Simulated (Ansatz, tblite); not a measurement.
Adding an electron: the cluster Zn₂O₂⁺. The state is a doublet with charge 1. Geometry: PBE-D4/def2-SVP. Ansatz, gas phase; energy differences of separate SCF runs; the reduced species is a triplet (the singlet lies 0.57 eV higher at PBE0-D4/def2-TZVP).

```xyz
4

Zn   -0.3585    0.3046   -1.5598
Zn   -1.0232   -1.2435    0.2394
O     0.8604    0.8689    0.2006
O     0.5212    0.0700    1.1198
```

The xTB rows come from tblite. The structure holds one bond between oxygen atoms, so isomers without such links may lie far lower. The structure comes from a short search, and lower isomers may exist.

```csv
level,−HOMO (eV),−LUMO (eV),vertical EA (eV),HOMO–LUMO gap (eV),remarks
GFN1-xTB,–,–,12.87,–,–
GFN2-xTB,–,–,12.88,–,–
PBE-D4/def2-TZVP,11.66,9.77,7.11,1.89,–
r2SCAN-D4/def2-TZVP,11.63,9.53,7.25,2.09,spin-contaminated (⟨S²⟩ 0.86) (+1 doublet)
PBE0-D4/def2-TZVP,12.27,8.97,7.15,3.30,spin-contaminated (⟨S²⟩ 0.84) (+1 doublet)
```

  HOMO and LUMO are the levels of the spin that leaves or enters (xTB has no such levels and no spin-polarisation term). Other spin states of the ions may lie lower, which would lower the ionisation energy or raise the affinity. Raw xTB energy differences between charge states are shifted by several eV; the methods need an empirical correction for them.
